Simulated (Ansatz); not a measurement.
Consider the cleavage of the Al–B bond: `[AlH2][BH]O[SiH3]` + `C[SeH]` → `C[Se][AlH2]` + `BO[SiH3]`.

Calculated with Ansatz (gas phase, PBE0-D4/def2-TZVP geometries, no zero-point term in ΔE). CCSD(T)/CBS is the MP2 limit (def2-TZVPP, def2-QZVPP) plus CCSD(T) − MP2 in def2-TZVPP, frozen cores. DFT in def2-TZVPP. For Se outer-core shells are correlated without core-valence functions, which leaves a few kJ/mol of doubt a bond. Scalar relativity is left out up to krypton. Each species was taken in one conformer, which may not be the lowest.

```json
{"level": "RPA@PBE/def2-TZVPP", "ΔE (kJ/mol)": "-156.1"}
{"level": "MP2/def2-QZVPP", "ΔE (kJ/mol)": "-177.7"}
```

(1) What does CCSD(T)/CBS give? (Estimate.)

Largest T1 diagnostic among the species: 0.013.

Answers

(1) The calculation gave: -167.5 kJ/mol. The listed levels differ from it by 11.4, -10.2 kJ/mol.

From BLYP to BHLYP (50 % exact exchange), in def2-TZVPP and without D4, ΔE moves by −10.1 kJ/mol. At CCSD(T), def2-SVP lies +7.4 kJ/mol from the extrapolated value and def2-TZVPP +4.1 kJ/mol.
